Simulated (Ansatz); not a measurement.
BrFSi, SMILES `F[Si]Br`. Total charge 0; spin multiplicity 1.

```json
{"atom": "F1", "x (Å)": "-1.306", "y (Å)": "0.401", "z (Å)": "0.374"}
{"atom": "Si2", "x (Å)": "0.221", "y (Å)": "0.801", "z (Å)": "0.099"}
{"atom": "Br3", "x (Å)": "1.084", "y (Å)": "-1.202", "z (Å)": "-0.473"}
```

Problem. List the harmonic frequencies (cm⁻¹, unscaled) at PBE0-D4/def2-TZVP in Ansatz. (Best estimate.)

Solution. Ansatz gave: 219, 421, 858.

Problem. Is this a minimum?

Solution. Yes, all 3 modes are real.

Problem. Give the ideal-gas thermochemistry at 298.15 K and 1 bar (rigid rotor, harmonic oscillator; point group Cs, symmetry number 1).

Solution. Zero-point energy 9.0 kJ/mol; H(298) − E = 21.2 kJ/mol; entropy 287.3 J/(mol·K), of which translation 169.3, rotation 105.4, vibration 12.6; G(298) − E = -64.5 kJ/mol.

Problem. Rotational constants (cm⁻¹)?

Solution. 0.7386, 0.09094, 0.08097.
